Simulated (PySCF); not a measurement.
Species: C₂H₇AsP (charge -1).
SMILES with atom numbers: `[CH3:1][As:2]([CH3:3])[PH-:4]` (hydrogens: H5, H6, H7 on C1; H8, H9, H10 on C3; H11 on P4)

Method: PBE0-D3(BJ)/def2-SVP geometry optimisation, gas phase (PySCF 2.14.0); density fitting, grid level 1; the optimiser is geomeTRIC in internal coordinates, started from a GFN2-xTB structure.

Step 0: E = -72293.3563 eV
```
atom  x, y, z in Å  |  force x, y, z in eV/Å
C1      1.5060   -0.2693    0.3298   -0.156  -0.107   0.080
As2    -0.1492    0.2728    1.2937   -0.050  -0.188   0.236
C3     -1.3302   -0.6951    0.0086    0.190  -0.062   0.132
P4     -0.3639    2.3818    0.5852    0.292  -0.060  -1.504
H5      2.3922    0.1158    0.8385    0.156   0.199   0.217
H6      1.5898   -1.3573    0.2679    0.033  -0.425  -0.011
H7      1.4955    0.1399   -0.6806   -0.012   0.185  -0.396
H8     -1.1857   -0.3009   -0.9976    0.055   0.194  -0.385
H9     -2.3813   -0.5628    0.2737   -0.246   0.157   0.171
H10    -1.1092   -1.7654    0.0020    0.076  -0.444   0.003
H11    -0.6566    2.8181    1.8522   -0.339   0.550   1.457
```

Step 1: E = -72293.4368 eV
```
atom  x, y, z in Å  |  force x, y, z in eV/Å
C1      1.5067   -0.2862    0.3187    0.055   0.057  -0.011
As2    -0.1538    0.2795    1.2807    0.020  -0.091  -0.016
C3     -1.3241   -0.7131   -0.0069   -0.078   0.040  -0.026
P4     -0.3640    2.4234    0.5811   -0.063   0.100   0.278
H5      2.3763    0.1490    0.8367   -0.027   0.003  -0.017
H6      1.6158   -1.3852    0.2922   -0.017  -0.001   0.023
H7      1.4980    0.1025   -0.7141   -0.002  -0.013   0.024
H8     -1.1838   -0.3240   -1.0300    0.004  -0.005   0.028
H9     -2.3750   -0.5430    0.2783    0.032   0.006  -0.014
H10    -1.1210   -1.7994    0.0013    0.009   0.008   0.024
H11    -0.6677    2.8743    1.9354    0.068  -0.104  -0.294
```

**Question.** Estimate the geometry and energy of step 2. (The exact step hangs on the optimiser's Hessian estimate; all steps are aligned on step 1, rigid shifts and turns removed.)

**Answer.** E = -72293.4406 eV, largest force 0.082 eV/Å
```
atom  x, y, z in Å  |  force x, y, z in eV/Å
C1      1.5123   -0.2827    0.3197    0.003   0.004  -0.012
As2    -0.1523    0.2709    1.2796    0.007  -0.036  -0.001
C3     -1.3308   -0.7111   -0.0073   -0.007   0.006  -0.014
P4     -0.3633    2.4153    0.5820   -0.016   0.034   0.073
H5      2.3770    0.1599    0.8376   -0.014   0.010   0.001
H6      1.6261   -1.3813    0.2978    0.003  -0.004   0.010
H7      1.5017    0.1034   -0.7132   -0.003  -0.008   0.001
H8     -1.1886   -0.3216   -1.0291    0.006  -0.002   0.003
H9     -2.3793   -0.5348    0.2790    0.010   0.013   0.003
H10    -1.1320   -1.7981    0.0022   -0.004  -0.003   0.007
H11    -0.6633    2.8578    1.9252    0.015  -0.014  -0.070
```

The energy changes by -0.0038 eV. The first-order estimate −F·Δx gives -0.0061 eV and the mean of the old and new forces, exact on a quadratic surface, -0.0037 eV. The step makes an angle of 68° with the force vector and moves no atom by more than 0.020 Å.

What follows is the cost of the whole optimisation. The run took 25 s wall on one thread, Intel Xeon at 2.60 GHz (x86_64) (shared host), and the process peaked at 0.52 GiB of memory.
